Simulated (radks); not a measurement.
Results of a calculation; reference values are marked as such.
The iodine anion I-, [Xe], held by a Watson sphere: a shell of charge +0.98 at radius R that stands for the Madelung well of a crystal (potential energy -0.98/R inside, -0.98/r outside, in hartree with lengths in bohr). Level of theory: scalar-relativistic Kohn-Sham, LDA (Slater exchange, Perdew-Wang correlation), spin-polarised, spherical densities, point nucleus (a radial shooting solver on a logarithmic mesh with Libxc functionals). Response by self-consistent Sternheimer equations with the Hartree and adiabatic LDA kernel, the relativistic mass of each level held fixed and spin-orbit coupling left out. The sphere does not respond.

R (bohr)	e(4d) (eV)	e(5s) (eV)	e(5p) (eV)	<r> 5p (bohr)	sum of <r^2> (bohr^2)	X-ray form factor at sin(theta)/lambda = 0.2 1/angstrom	alpha (bohr^3)
2.41	-49.616	-17.902	-7.672	2.468	68.54	42.421	35.80
2.8	-49.224	-17.388	-7.326	2.515	70.41	42.366	39.45
3.17	-48.910	-16.936	-6.960	2.555	72.00	42.335	43.30
3.53	-48.612	-16.529	-6.593	2.587	73.35	42.319	47.20
5.2	-47.293	-15.001	-5.085	2.668	77.17	42.312	63.59
5.75	-46.922	-14.611	-4.691	2.680	77.81	42.313	67.69
